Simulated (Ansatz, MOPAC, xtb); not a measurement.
The molecule BeBr, multiplicity 2 (lowest of 2S+1 = 2, 4 at CCSD(T)/def2-TZVPP on PBE0 minima; our sources give no spin for the ground state, which may be another). No spin–orbit coupling. Br is treated without relativity.

Constants: fifth-degree fit in 1/R to seven points, most abundant isotopes. In def2 and cc sets the state is the lowest found near the PBE0 minimum, followed along R.

Codes used: Ansatz (Gaussian orbitals); MOPAC for PM6, PM7 (differences of heats of formation); xtb for the GFN methods. Values without a source in brackets are computed. The GFN methods have no spin term and hold the electronic entropy of 300 K.

```csv
level,r_e (Å),ω_e (cm⁻¹),B_e (cm⁻¹),ω_e x_e (cm⁻¹),dipole (D)
PM6,1.977,618,0.533,1.3,-
PM7,2.001,723,0.520,3.8,-
GFN1-xTB,2.050,751,0.496,7.7,-
GFN2-xTB,1.978,721,0.533,7.1,-
SVWN5/def2-TZVPP,1.959,699,0.543,3.8,0.61
PBE/def2-TZVPP,1.981,683,0.531,3.8,0.65
r2SCAN/def2-TZVPP,1.976,693,0.534,3.7,0.80
B97M-V/def2-TZVPP,1.972,692,0.536,3.9,0.83
B3LYP/def2-TZVPP,1.977,688,0.533,3.8,0.83
PBE0/def2-TZVPP,1.972,700,0.536,3.7,0.78
BHLYP/def2-TZVPP,1.969,704,0.537,3.7,0.95
CAM-B3LYP/def2-TZVPP,1.966,702,0.539,3.7,0.85
wB97X-V/def2-TZVPP,1.975,702,0.534,3.6,0.88
wB97M-V/def2-TZVPP,1.972,694,0.536,3.7,0.98
B2PLYP/def2-TZVPP,1.977,694,0.533,3.7,-
CCSD/def2-TZVPP,1.982,696,0.530,3.6,-
CCSD/def2-QZVPP,1.958,722,0.544,3.8,-
CCSD(T)/def2-TZVPP,1.984,693,0.529,3.6,-
CCSD(T)/def2-QZVPP,1.959,718,0.543,3.8,-
```

Correlated levels freeze the inner cores; with def2 sets outer-core shells near the valence are correlated too. The state that PM6, PM7 reach isn't checked; PM7 holds dispersion and hydrogen-bond terms.

Ansatz is a first-principles code.
